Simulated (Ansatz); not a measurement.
Reaction (hydrogenolysis of the Al–O bond): `O[CH2][Al]([OH])[Cl]` + H₂ → `O[CH2][AlH][Cl]` + H₂O

Isolated molecules relaxed with PBE0-D4/def2-TZVP in Ansatz; ΔE leaves out vibrations. CBS: MP2 limit from def2 TZ/QZ plus the TZ coupled-cluster correction, frozen cores. This one scheme is used for every species. DFT in def2-TZVPP. B3LYP here is the variant with VWN-RPA as its local correlation; programs differ in this. Each species was taken in one conformer, which may not be the lowest.

```tsv
level	ΔE (kcal/mol)
B3LYP-D4	30.0
ωB97X-V	28.9
SCS-MP2/def2-QZVPP	30.2
CCSD/CBS(def2)	28.4
```

Question: What does CCSD(T)/CBS give? (An estimate is asked.)

Answer: Computed: +29.0 kcal/mol. The listed levels differ from it by 1.0, -0.1, 1.2, -0.6 kcal/mol.

Largest T1 diagnostic among the species: 0.011.

The D4 term adds +1.0 kcal/mol with B3LYP and +0.6 kcal/mol with PBE0; it sums over pairs of atoms, weighted by their polarisabilities, and B3LYP, whose exchange is more repulsive, gets the larger term. In def2-TZVPP, CCSD(T) changes the Hartree–Fock value by +2.4 kcal/mol (the triples alone add +0.6 kcal/mol) and MP2 by +4.1 kcal/mol.
